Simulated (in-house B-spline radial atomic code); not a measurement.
A run on Ru⁻ that did not converge. Method: scalar-relativistic (X2C) PBE0, spin-polarised, spherical fractional occupations, Fermi nucleus of rms radius 4.4809 fm; computed with an all-electron radial atomic-structure program (B-spline basis).

Command:
```bash
python run_scf.py task.json out
```
Settings (nuclear radius in fm, mass in u):
```
Z                44
configuration    [Kr] 4d7 5s2
hamiltonian      x2c
method           pbe0
spin_polarised   True
nucleus          fermi
rms_radius       4.4809
atomic_mass      101.90434
speed_of_light   137.035999084
```

First and last ten iterations of the last attempt (damped for 15 steps, keeping 80 % of the old Fock matrix, then DIIS):
```
 iter        energy (Eh)    residual
    1       -4523.461549    4.45e-01
    2       -4524.245617    3.39e-01
    3       -4527.037658    2.29e-01
    4       -4528.536921    1.43e-01
    5       -4529.309545    9.60e-02
    6       -4529.687691    6.15e-02
    7       -4529.862073    4.39e-02
    8       -4529.938075    3.06e-02
    9       -4529.970252    2.10e-02
   10       -4529.984288    1.44e-02
  111       -4529.990109    8.42e-03
  112       -4515.646805    1.97e-01
  113       -4515.593977    1.96e-01
  114       -4529.315100    5.90e-02
  115       -4529.304055    5.96e-02
  116       -4529.304075    5.96e-02
  117       -4528.692986    6.77e-02
  118       -4528.691163    6.77e-02
  119       -4528.691553    6.77e-02
  120       -4528.693329    6.77e-02
 not converged after 120 iterations
```

The smallest residual met was 7.4e-03; the threshold is about 4e-07. No energy from this run should be used.Radii and densities under X2C are those of the two-component orbitals, without the picture-change correction, which makes inner s shells of heavy atoms about 5 % too small.
